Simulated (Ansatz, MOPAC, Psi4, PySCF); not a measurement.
System: CH2N (charge 0, doublet). SMILES: [N]=C
Structure (B3LYP-D3(BJ)/def2-TZVP (Ansatz, a first-principles code) minimum search):
```xyz
4

N      0.6782     0.2132     0.1933
C     -0.4611    -0.1449    -0.1314
H     -0.6437    -1.1146    -0.6137
H     -1.3376     0.4917     0.0492
```
Charge 0, spin multiplicity 2.

Property: enthalpy of formation at 298 K, in kcal/mol. Set-up: 6-31G* and kin with 6d, 5d where marked; 6-311+G** with 5d; frozen cores in correlated levels; dispersion terms only where a functional's name holds one; no spin-orbit coupling; non-relativistic; open shells spin-unrestricted. Ab initio and DFT rows: single points at B3LYP-D3(BJ) geometries (Ansatz), with unscaled harmonic terms from B3LYP/6-31G* at its own minima, enthalpies of formation by atomisation with measured atoms. Semi-empirical rows: MOPAC heats of formation at their own minima for 298 K. A UHF reference is markedly spin-contaminated in at least one set, which strains HF and MP2.

Measured values: Active Thermochemical Tables 1.112 (ions: stationary electron), as tabulated in the package chemicals; they hold spin-orbit and core effects, anharmonicity. 

Value to compare with, the measured value: 57.0 kcal/mol.

| level | program | enthalpy of formation at 298 K (kcal/mol) | error |
|---|---|---|---|
| PM3 | MOPAC | 49.5 | -7.5 |
| PM6 | MOPAC | 59.1 | 2.1 |
| MNDO | MOPAC | 54.6 | -2.4 |
| HF/STO-3G | Ansatz | 153.3 | 96.3 |
| HF/3-21G | Ansatz | 196.5 | 139.5 |
| SVWN5/6-31G* | Ansatz | 4.3 | -52.7 |
| PBE/STO-3G | Ansatz | 12.4 | -44.6 |
| B3LYP/6-31G* | Ansatz | 55.1 | -1.9 |
| B3LYP/6-31G** | Ansatz | 53.2 | -3.8 |
| PBE0/6-311+G** | Ansatz | 56.7 | -0.3 |
| wB97X-D/6-31G* | Psi4 | 59.1 | 2.1 |
| MP2/STO-3G | Ansatz | 112.0 | 55.0 |
| MP2/3-21G | Ansatz | 130.5 | 73.5 |
| B3PW91/6-31G* (5d) | PySCF | 56.6 | -0.4 |
| wB97X-V/def2-TZVPD | Ansatz | 55.1 | -1.9 |

Among the 14 habitual levels, HF/3-21G lies farthest from the measured value (139.5 kcal/mol); 6 of 14 lie above it, and their mean absolute error is 34.4 kcal/mol, the median 5.7. One case shows no general order.

The levels are drawn from those run, B3LYP/6-31G* more often than the rest, none by its result; runs whose electronic state is in doubt are left out.
